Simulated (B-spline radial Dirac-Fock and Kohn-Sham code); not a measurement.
# Au⁷⁺: photoemission with Ag Lα (2984.4 eV) photons

System: gold as Au⁷⁺, [Xe] 4f14 5d4.

Input file task.json (cfg lists n, l and occupation; rrms is the nuclear radius in fm):

```json
{"items": [{
  "Z": 79,
  "q": 7,
  "cfg": [[1, 0, 2], [2, 0, 2], [2, 1, 6], [3, 0, 2], [3, 1, 6], [3, 2, 10], [4, 0, 2], [4, 1, 6], [4, 2, 10], [4, 3, 14], [5, 0, 2], [5, 1, 6], [5, 2, 4]],
  "A": 197,
  "rrms": 5.4371,
  "do": ["binding", "quiet", "photo"],
  "hv": [34.8, 40.4, 40.81, 64.6, 80, 99.2, 100, 1780.0, 2984.4, 3900.0, 9251.7, 14200.0, 15000, 30000, 90600.0, 100000]
}]}
```

Command: `python xray_run.py task.json out`

Method: independent-particle photoionisation in a Dirac-Hartree-Slater potential with a Latter tail, all multipoles, thresholds from Dirac-Fock ΔSCF. Computed with a radial B-spline solver. The asymmetry parameter β is from the dipole term alone. Kinetic energies are from the vacuum level. Open shells are spread statistically over j, without multiplet splitting.

The last column is dσ/dΩ = σ/(4π) · [1 − (β/2) P₂(cos θ)] at θ = 0° from the beam of unpolarised light.

```csv
subshell,electrons,binding (eV),kinetic (eV),σ (kb),β,dσ/dΩ (kb/sr)
3p3/2,4,2872.6,111.8,103,0.69,5.34
3d3/2,4,2415.3,569.1,178,0.80,8.52
3d5/2,6,2329.8,654.6,250,0.93,10.6
4s,2,890.0,2094.4,9.82,1.90,0.0391
4p1/2,2,770.6,2213.8,12.2,1.67,0.161
4p3/2,4,673.0,2311.4,26.7,1.67,0.346
4d3/2,4,477.4,2507.0,27.4,1.37,0.686
4d5/2,6,459.2,2525.2,38.1,1.35,0.982
4f5/2,6,206.7,2777.7,10.2,1.04,0.391
4f7/2,8,203.1,2781.3,12.8,1.02,0.501
5s,2,230.7,2753.7,2.22,1.91,0.00818
5p1/2,2,187.8,2796.6,2.44,1.72,0.0273
5p3/2,4,169.6,2814.8,5.12,1.73,0.0558
5d3/2,1.6,111.9,2872.5,1.53,1.42,0.0355
5d5/2,2.4,109.6,2874.8,2.13,1.38,0.0525
```

Branching ratios of the spin-orbit partners (statistical value in brackets): 3d 1.40 (1.50), 4p 2.18 (2.00), 4d 1.39 (1.50), 4f 1.25 (1.33), 5p 2.09 (2.00), 5d 1.39 (1.50).
